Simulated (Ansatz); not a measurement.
`[F][Zn][CH2][SiH3]` + `BC(F)[SiH2]F` → `BC([SiH3])[SiH2]F` + `F[CH2][Zn][F]`  (redistribution)

Program: Ansatz. Geometries: PBE0-D4/def2-TZVP. ΔE: electronic, gas phase. CBS: MP2 limit from def2 TZ/QZ plus the TZ coupled-cluster correction, frozen cores. Functionals use def2-TZVPP. B3LYP here is the variant with VWN-RPA as its local correlation; programs differ in this. For Zn outer-core shells are correlated without core-valence functions, which leaves a few kJ/mol of doubt a bond. Scalar relativity is left out up to krypton. Each species was taken in one conformer, which may not be the lowest.

`[F][Zn][CH2][SiH3]`:

Cartesian coordinates in Å:
```
F 2.557 -2.533 0.289
Zn 1.617 -1.067 0.096
C 0.597 0.539 -0.117
Si -1.245 0.275 0.015
H 0.929 1.250 0.646
H 0.845 0.966 -1.094
H -1.705 -0.686 -1.024
H -2.004 1.545 -0.161
H -1.592 -0.289 1.348
```

`BC(F)[SiH2]F`:

Z-matrix (Å, degrees):
```
C
F 1 1.398
Si 1 1.916 2 105.9
B 1 1.525 2 116.8 3 118.4
H 1 1.099 2 108.9 3 -110.9
F 3 1.598 1 108.1 2 -159.9
H 3 1.481 1 112.2 2 80.8
H 3 1.479 1 107.7 2 -41.9
H 4 1.196 1 117.1 2 176.4
H 4 1.193 1 121.7 2 -8.7
```

`BC([SiH3])[SiH2]F`:

```xyz
13

B     0.282    1.677    0.196
C     0.241    0.310   -0.503
Si   -1.524   -0.368   -0.472
Si    1.215   -0.936    0.478
F     2.646   -0.338    0.883
H     0.593    2.672   -0.389
H    -0.008    1.756    1.358
H     0.578    0.322   -1.544
H    -2.204    0.004    0.793
H    -1.495   -1.855   -0.577
H    -2.284    0.172   -1.627
H     1.463   -2.152   -0.331
H     0.496   -1.265    1.733
```

`F[CH2][Zn][F]`:

```xyz
6

F    -0.005   -0.180    1.732
C     0.344    0.390    0.512
Zn   -0.519   -0.570   -0.942
F    -1.296   -1.434   -2.250
H     0.042    1.440    0.529
H     1.434    0.353    0.420
```

| level | ΔE (eV) |
| --- | --- |
| B3LYP-D4 | -0.08 |
| B3LYP | -0.02 |
| MP2/def2-QZVPP | -0.13 |
| MP2/CBS(def2) | -0.13 |

Task: What does CCSD(T)/CBS give? (An estimate is asked.)

Result: Computed: -0.11 eV. The listed levels differ from it by 0.03, 0.09, -0.02, -0.02 eV.

Largest T1 diagnostic among the species: 0.016.

The D4 term adds −0.06 eV with B3LYP and −0.03 eV with PBE0; it sums over pairs of atoms, weighted by their polarisabilities, and B3LYP, whose exchange is more repulsive, gets the larger term. In def2-TZVPP, CCSD(T) changes the Hartree–Fock value by −0.07 eV (the triples alone add −0.01 eV) and MP2 by −0.09 eV.
